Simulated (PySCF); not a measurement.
# `C(/OC(=C)C(=O)O)=C\F`, C₅H₅FO₃

Geometry:
```tsv
atom	x (Å)	y (Å)	z (Å)
C1	0.953	1.513	-0.133
C2	0.767	0.207	0.058
O3	-0.417	-0.461	0.128
C4	-1.535	0.133	-0.364
C5	-2.738	-0.248	0.039
F6	-3.838	0.295	-0.508
C7	1.951	-0.685	0.256
O8	3.090	-0.296	0.252
O9	1.613	-1.959	0.435
H10	0.150	2.218	-0.245
H11	1.959	1.889	-0.160
H12	-1.410	0.889	-1.130
H13	-2.953	-0.992	0.788
H14	2.406	-2.504	0.561
```

Method: PySCF 2.14.0, GIAO B3LYP/pcSseg-1 magnetisability, rotational g tensor and spin-rotation constants, non-relativistic, gas phase. Geometry: GFN2-xTB.

Problem. Give the nuclear spin-rotation constants along the inertial axes (H = +C I·J) beside the isotropic shieldings.

Solution. Rotational constants 4.5927, 0.7222, 0.6289 GHz. A star marks the isotopologue with that one atom substituted, in its own axes.
| atom | isotope | Caa (kHz) | Cbb (kHz) | Ccc (kHz) | mean (kHz) | σ (ppm) |
| --- | --- | --- | --- | --- | --- | --- |
| F6 | 19F | 5.243 | 0.404 | 0.273 | 1.973 | 347.5 |
| H10 | 1H | 0.126 | -0.034 | -0.079 | 0.004 | 26.9 |
| H11 | 1H | 0.156 | -0.029 | -0.074 | 0.018 | 25.8 |
| H12 | 1H | -0.426 | 0.023 | -0.032 | -0.145 | 24.8 |
| H13 | 1H | -0.480 | 0.029 | -0.023 | -0.158 | 24.3 |
| H14 | 1H | 0.147 | -0.042 | -0.089 | 0.006 | 25.6 |
| C1 | 13C* | 1.914 | 0.219 | 0.073 | 0.735 | 76.7 |
| C2 | 13C* | 2.451 | 0.230 | 0.149 | 0.944 | 22.7 |
| O3 | 17O* | -1.230 | -0.135 | -0.051 | -0.472 | 178.9 |
| C4 | 13C* | 1.725 | 0.258 | 0.174 | 0.719 | 40.4 |
| C5 | 13C* | 1.724 | 0.270 | 0.202 | 0.732 | 25.9 |
| C7 | 13C* | 1.696 | 0.352 | 0.166 | 0.738 | 14.3 |
| O8 | 17O* | -2.444 | -0.392 | -0.060 | -0.965 | -79.3 |
| O9 | 17O* | -1.528 | -0.103 | -0.111 | -0.581 | 129.2 |

For the geometry as given, no vibrational averaging.
